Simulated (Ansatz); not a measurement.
Reactions of `C[CH2][InH][OH]`.

Gas-phase electronic energies from Ansatz, PBE0-D4/def2-TZVP geometries. CCSD(T)/CBS adds triple-zeta CCSD(T) − MP2 to the extrapolated MP2 energy (def2 sets, frozen cores). This one scheme is used for every species, atoms too. Functionals use def2-TZVPP. B3LYP here is the variant with VWN-RPA as its local correlation; programs differ in this. Open shells (•) are unrestricted, without spin–orbit coupling. Spin–orbit coupling would lower the free atoms: a little for F. def2 core potentials past Kr. For Br, In, Se, Zn outer-core shells are correlated without core-valence functions, so the limit isn't a true one: a few kJ/mol of doubt a bond, and 10 to 20 or more in all where bonds break to atoms. Scalar relativity is left out up to krypton. One conformer a species, not always the lowest.

| reaction | B3LYP-D4 (kJ/mol) | B2PLYP (kJ/mol) | HF/CBS(def2) (kJ/mol) |
| --- | --- | --- | --- |
| `C[CH2][InH][OH]` + CH₃NH₂ → `C[NH][InH][OH]` + `CC` | -40 | -41 | -45 |
| `C[CH2][InH][OH]` + HBr → `[OH][InH][Br]` + `CC` | -168 | -170 | -200 |
| `C[CH2][InH][OH]` + F• → `C[CH2][In][OH]`• + H–F | -301 | -296 | -187 |
| `C[CH2][InH][OH]` + `C[SeH]` → `CC[Se]C` + `[OH][InH2]` | 8 | 10 | 4 |
| `C[CH2][InH][OH]` + `[ZnH2]` → `C[CH2][ZnH]` + `[OH][InH2]` | 1 | 1 | 3 |

Problem. Give the CCSD(T)/CBS values in the same order. (Estimate.)

Solution. Computed: -40, -165, -297, 12, 4 kJ/mol.

Largest T1 diagnostic: 0.018, for `C[CH2][In][OH]`•.
